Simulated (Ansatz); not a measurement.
CH6AlBOSi, relaxed with RKS PBE-D4/def2-SVP in Ansatz from a rough embedded geometry. The force threshold is 0.03 eV/Å; the program also tests the step.

Total charge 0; spin multiplicity 1. The bonds changed during the relaxation, so this is another structure than the one it started from.

Start:

```xyz
11

O    -2.699    0.135    2.054
C    -1.814    0.323    1.327
Al   -0.640   -1.177    0.912
B     0.926   -0.937   -0.493
Si    1.231    0.838   -1.198
H    -1.657    1.300    0.879
H    -0.888   -2.631    1.499
H     1.635   -1.817   -0.736
H     1.460    1.865   -0.158
H     0.043    1.270   -1.986
H     2.403    0.830   -2.100
```

(1) By how much does the energy fall, and how many steps does the optimiser take? (Best estimate.)

(2) Which bonds change most? (Estimate.)

(3) Give the relaxed structure. (Best estimate.)

Answers

(1) Ansatz gave: 106.16 kJ/mol, in 46 steps, 5 of them rejected.

(2) Ansatz gave: O1–Al3 from 2.696 to 2.082 Å; O1–C2 from 1.161 to 1.253 Å; B4–Si5 from 1.934 to 2.012 Å; B4–H8 from 1.156 to 1.221 Å.

(3) Ansatz gave: 
```xyz
11

O    -2.480   -1.310    1.190
C    -2.441   -0.058    1.227
Al   -0.534   -0.570    1.228
B     0.352   -0.518   -0.680
Si    1.878    0.688   -1.195
H    -3.415    0.507    1.233
H     0.058   -0.821    2.690
H    -0.141   -1.151   -1.600
H     2.745    1.162   -0.055
H     1.194    1.919   -1.759
H     2.782    0.152   -2.278
```
